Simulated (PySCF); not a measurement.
C₅H₇NSeSi.
Geometry (PBE0-D3(BJ)/def2-SVP, Å), atoms numbered from 1 in this order:
```xyz
15
C5H7NSeSi angstrom
Se     3.1542    1.2297    0.1601
Si     2.0646   -0.6980   -0.3502
C      0.2434   -0.1881   -0.2737
C     -0.8141   -1.0705   -0.5291
C     -2.1218   -0.5989   -0.4495
C     -2.3302    0.7364   -0.1149
C     -1.2163    1.5417    0.1241
N      0.0332    1.0959    0.0466
H      4.4749    0.5789    0.0497
H      2.4124   -1.2126   -1.7116
H      2.3463   -1.8021    0.6198
H     -0.6149   -2.1137   -0.7892
H     -2.9667   -1.2640   -0.6457
H     -3.3376    1.1513   -0.0392
H     -1.3422    2.5972    0.3909
```

Level of theory: TDDFT CAM-B3LYP/def2-SVPD, vertical, gas phase, core orbitals frozen in the response (PySCF). Relativistic effects, spin–orbit coupling among them, are left out although an element past zinc is present.

Transition dipole moments from the ground state, in atomic units and in the frame of the coordinates above (overall signs are arbitrary), for the states with f of 0.002 or more among the lowest 8:

```
state  E (eV)      μx      μy      μz
   S1   4.790  -0.002  -0.041   0.156
   S3   5.408   0.008  -0.100   0.312
   S4   5.440   0.376  -0.307  -0.096
   S5   5.555   0.435  -0.122  -0.007
   S6   5.638   0.015   0.097  -0.397
   S7   5.959  -0.322  -0.059  -0.020
   S8   6.201  -0.924  -0.156  -0.066
```

Task: What oscillator strength does each state have?

Result: f = (2/3) ΔE |μ|² with ΔE in hartree (27.2114 eV).

```json
{"state": "S1", "|μ|² (au)": "0.026", "|μ| (D)": "0.41", "f": "0.003"}
{"state": "S3", "|μ|² (au)": "0.107", "|μ| (D)": "0.83", "f": "0.014"}
{"state": "S4", "|μ|² (au)": "0.244", "|μ| (D)": "1.26", "f": "0.033"}
{"state": "S5", "|μ|² (au)": "0.204", "|μ| (D)": "1.15", "f": "0.028"}
{"state": "S6", "|μ|² (au)": "0.167", "|μ| (D)": "1.04", "f": "0.023"}
{"state": "S7", "|μ|² (au)": "0.107", "|μ| (D)": "0.83", "f": "0.016"}
{"state": "S8", "|μ|² (au)": "0.882", "|μ| (D)": "2.39", "f": "0.134"}
```

Task: What is the point group, and which symmetry does each of these states have?

Result: Cs. Polarised normal to the mirror plane, so A″: S1, S3 and S6. Polarised in the mirror plane, so A′: S4, S5, S7 and S8.

Task: What angle do the transition dipoles of S3 and S6 make?

Result: |cos θ| = |μa·μb| / (|μa| |μb|) = 1.00, so θ ≈ 5° (taken between 0 and 90°, since the signs are arbitrary).

Task: How is the summed strength of these states shared among x, y and z?

Result: (2/3) Σ ΔE μα² gives 0.189 for x, 0.022 for y and 0.039 for z, 0.250 in all.

Task: What peak molar absorption coefficient would the strongest computed level give as a lone Gaussian band 0.5 eV wide at half height?

Result: ε(max) = 2.175×10⁸ f / FWHM, with the width in cm⁻¹. S8: 2.175×10⁸ × 0.1340 / 4033 ≈ 7200 L mol⁻¹ cm⁻¹.

The vertical ionisation energy (ΔSCF) is 8.86 eV, 2.66 eV above S8.

One conformer stands for the species.
